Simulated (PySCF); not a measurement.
Sn(Cl)2(NH2)2 (Cl₂H₄N₂Sn), SMILES [NH2][Sn]([NH2])([Cl])[Cl]. Atoms are numbered in the order given.

```xyz
9

N      0.3599    -1.6141    -1.4269
Sn     0.0000     0.0000    -0.2621
N     -0.3599     1.6141    -1.4269
Cl     1.8940     0.1517     1.1346
Cl    -1.8940    -0.1517     1.1346
H     -0.4948    -1.9561    -1.8706
H      0.7495    -2.3827    -0.8777
H      0.4948     1.9561    -1.8706
H     -0.7495     2.3827    -0.8777
```
Charge 0, spin multiplicity 1.

The structure is a stationary point at r2SCAN-D4/def2-SVP. The structure was generated by enumeration; whether it is a known compound was not checked. The def2 effective core potentials stand for the cores of Sn; spin–orbit coupling is left out. One conformer was computed; it need not be the lowest.

Level of theory: M06-2X/def2-TZVP run with PySCF.

ESP charges are fitted to the potential on shells at 1.4 to 2.0 van der Waals radii. Atomic charges (e):

```
atom  Löwdin  ESP fit
----  ------  -------
N1     -0.42    -0.78
Sn2     0.19     0.72
N3     -0.42    -0.78
Cl4     0.00    -0.24
Cl5     0.00    -0.24
H6      0.16     0.34
H7      0.16     0.31
H8      0.16     0.34
H9      0.16     0.31
```
